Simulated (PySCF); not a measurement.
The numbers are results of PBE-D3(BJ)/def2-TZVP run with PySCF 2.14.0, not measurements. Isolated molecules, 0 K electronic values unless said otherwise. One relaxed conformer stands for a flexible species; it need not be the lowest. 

Reference species (SMILES): `C1=CSSCS1` (neutral, multiplicity 1).

```
Property         Value
-------------  -------
HOMO–LUMO gap  2.94 eV
```

Changed species: `S=CC(=S)CS`.

Give the shifts of the HOMO–LUMO gap.

the HOMO–LUMO gap falls by 2.06 eV, to 0.88 eV.
